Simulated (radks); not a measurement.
Values are calculated unless marked as measured or tabulated.
Question: Species: the cerium ion Ce3+. Configuration: [Xe] 4f1. Code: a radial shooting solver on a logarithmic mesh with Libxc functionals. Model: scalar-relativistic Kohn-Sham, RPBE, spin-unpolarised, spherical densities, finite nucleus; Fermi nuclear charge, rms radius 4.8771 fm. Some entries of the table are withheld. Estimate them.

| orbital | occ. | eigenvalue (eV) | r(max) (bohr) | <r> (bohr) |
|---|---|---|---|---|
| 1s | 2 | -40291.98 | 0.01574 | 0.02457 |
| 2s | 2 | -6471.444 | 0.08906 | 0.1052 |
| 2p | 6 | -5798.051 | 0.07168 | 0.09237 |
| 3s | 2 | -1412.077 | 0.2546 | 0.2786 |
| 3p | 6 | -1197.907 | 0.2492 | 0.2767 |
| 3d | 10 | -893.8494 | 0.2053 | (1) |
| 4s | 2 | -304.5016 | 0.5931 | 0.6372 |
| 4p | 6 | -234.5903 | (2) | 0.6746 |
| 4d | 10 | -133.9617 | 0.6522 | 0.7439 |
| 5s | 2 | (3) | 1.370 | 1.503 |
| 5p | 6 | -45.8934 | (4) | 1.715 |
| 4f | 1 | -28.5772 | (5) | 1.061 |

Answer: 
(1) 3d <r> (bohr): 0.2536
(2) 4p r(max) (bohr): 0.6191
(3) 5s eigenvalue (eV): -63.6214
(4) 5p r(max) (bohr): 1.535
(5) 4f r(max) (bohr): 0.7064
